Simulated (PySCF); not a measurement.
# Nb⁺: excitation energy

Nb⁺ [Kr] 4d4 (5D) → Nb⁺ [Kr] 4d3 5s1 (5F), as a difference of total energies. Calculation: PySCF 2.14, in ANO-RCC-VTZP; the spin-free X2C one-electron Hamiltonian (Gaussian nucleus). Correlated levels: valence: [Kr] frozen. The calculations carry no spin-orbit coupling.

```json
{"method": "UHF", "excitation energy (cm⁻¹)": "645.16"}
{"method": "MP2 (valence)", "excitation energy (cm⁻¹)": "2339.8"}
{"method": "SCS-MP2 (valence)", "excitation energy (cm⁻¹)": "1210.1"}
{"method": "CCSD (valence)", "excitation energy (cm⁻¹)": "2396.0"}
{"method": "CCSD(T) (valence)", "excitation energy (cm⁻¹)": "2432.8"}
```

Errors of the correlated levels include the incompleteness of this basis and the frozen core.

The basis was made for the ground configuration and has no added diffuse functions, so the excitation energy can come out too high.

For comparison: 2625.5 cm⁻¹ (measured; NIST levels, between the centres of gravity of the two terms).
